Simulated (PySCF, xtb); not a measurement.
boron monoxide dimer (B2O2), SMILES O=BB=O.

GFN2-xTB in xtb at its own geometry gives an orbital gap of 5.75 eV and a dipole moment of 0.05 D.

Coordinates come from a ωB97X-D3(BJ)/def2-TZVP optimisation. One conformer was computed; it need not be the lowest.

**Question.** What does HF/def2-TZVPD (PySCF) give? (An estimate is asked for; the answer gives what the named calculation found.)

**Answer.** gap 15.51 eV (levels -14.72 and 0.79 eV), dipole 0.00 D.
